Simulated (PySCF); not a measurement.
Bond length, frequency and bond energy of Ge₂ by level of theory

State: ³Σg⁻ (triplet), unpaired electrons π ↑↑. Set-up: basis Ge def2-TZVPPD; no relativity; PySCF 2.14. De refers to Ge + Ge in their high-spin ground configurations, without counterpoise correction. The functionals are run spin-unrestricted.

| Level | Re (Å) | ωe (cm⁻¹) | De (eV) | CPU s a point (SCF and correlation, without the integrals) |
| --- | --- | --- | --- | --- |
| UHF | 2.351 | 327 | 1.39 | 1.8 |
| UHF-MP2 | 2.360 | 305 | 2.78 | 3.9 |
| UHF-SCS-MP2 | 2.358 | 310 | 2.58 | n/a |
| UHF-CCSD | 2.364 | 308 | 2.63 | n/a |
| UHF-CCSD(T) | 2.379 | 297 | 2.81 | 330 |
| PBE | 2.417 | 274 | 3.23 | 2.4 |
| PW91 | 2.415 | 274 | 3.26 | 1.7 |
| TPSS | 2.403 | 279 | 3.13 | 2.9 |
| r²SCAN | 2.383 | 290 | 3.14 | 3.9 |
| TPSSh | 2.389 | 288 | 3.04 | 3.9 |
| r²SCANh | 2.374 | 296 | 3.05 | 4.6 |
| PBE0 | 2.380 | 296 | 2.99 | 4.1 |
| M06 | 2.392 | 288 | 3.09 | 4 |
| CAM-B3LYP | 2.357 | 307 | 2.80 | 6.1 |

Question: Which functional lies closest to UHF-CCSD(T) in De, which farthest, and by how much do they differ from it?

Answer: Closest is CAM-B3LYP (-2.2 pm in Re, +3.4 % in ωe, -0.01 eV in De against UHF-CCSD(T) in the same basis), farthest PW91 (+3.6 pm in Re, -7.7 % in ωe, +0.45 eV in De). CCSD(T) converges more slowly with the basis than the functionals do and binds too weakly in this one, so the order can change at the basis-set limit.

Question: What does a tenth of exact exchange do here, going from TPSS to TPSSh?

Answer: TPSSh less TPSS: -1.4 pm in Re, +3.2 % in ωe, -0.09 eV in De. Exact exchange removes part of the self-interaction that spreads semilocal densities, and in most molecules shortens and stiffens the bond and lowers De; so it does here.

Question: What does second-order correlation do here, going from UHF to UHF-MP2?

Answer: UHF-MP2 less UHF: +0.9 pm in Re, -6.7 % in ωe, +1.39 eV in De. Correlation nearly always deepens the well. The bond lengthens, as in strong covalent bonds, where excitations into antibonding orbitals dominate.

Correlated steps freeze 18 core orbitals. Spin–orbit coupling is left out. The state is the lowest determinant that a PBE0 search found; another state may lie lower at other levels.

The whole job (state search and all levels along the bond) took about 28 min on 2 threads of Arm Neoverse V2 (shared host), peak memory 4.7 GiB.
